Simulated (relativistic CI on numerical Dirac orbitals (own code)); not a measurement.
## V2+ (3d3) in a crystal field

Calculated by Dirac-Coulomb-Breit CI, orbitals from a KLI potential per configuration, QED by a radiative potential, valence Slater integrals scaled by 0.65, one configuration in a parametric crystal field (own radial code).

Field parameters in Wybourne normalisation: D4h B²₀ = −7Ds, B⁴₀ = 21(Dq − Dt), B⁴₄ = 21√(5/14) Dq. The field is a parameter set, without covalency.

S is read from ⟨S²⟩ = S(S + 1).

Powder χT (cm³ K mol⁻¹) by Van Vleck's formula, with temperature-independent terms:

```tsv
Field	2 K	5 K	10 K	20 K	50 K	100 K	200 K	300 K
D4h, 10Dq = 13700, Ds = -1500, Dt = -20 cm⁻¹	1.82	1.83	1.83	1.83	1.83	1.84	1.86	1.87
D4h, 10Dq = 13700, Ds = -1090, Dt = -20 cm⁻¹	1.83	1.83	1.83	1.83	1.83	1.84	1.86	1.87
D4h, 10Dq = 13700, Ds = -680, Dt = -20 cm⁻¹	1.83	1.83	1.83	1.83	1.83	1.84	1.86	1.87
D4h, 10Dq = 13700, Ds = -270, Dt = -20 cm⁻¹	1.83	1.83	1.83	1.83	1.83	1.84	1.86	1.87
D4h, 10Dq = 13700, Ds = 140, Dt = -20 cm⁻¹	1.83	1.83	1.83	1.83	1.83	1.84	1.86	1.87
D4h, 10Dq = 13700, Ds = 550, Dt = -20 cm⁻¹	1.83	1.83	1.83	1.83	1.83	1.84	1.86	1.87
D4h, 10Dq = 13700, Ds = 950, Dt = -20 cm⁻¹	1.83	1.83	1.83	1.83	1.83	1.84	1.86	1.87
D4h, 10Dq = 13700, Ds = 1360, Dt = -20 cm⁻¹	1.83	1.83	1.83	1.83	1.83	1.84	1.86	1.87
```

Problem. For D4h, 10Dq = 13700, Ds = -680, Dt = -20 cm⁻¹: what effective moment follows at 300 K?

Solution. μ_eff = √(8χT) = 3.87 μB. The ground level has S = 1.50; the spin-only moment for S = 3/2 is 3.88 μB. The difference comes from the orbital moment, spin-orbit mixing of terms and temperature-independent paramagnetism, all larger in this ionic model than in covalent complexes.
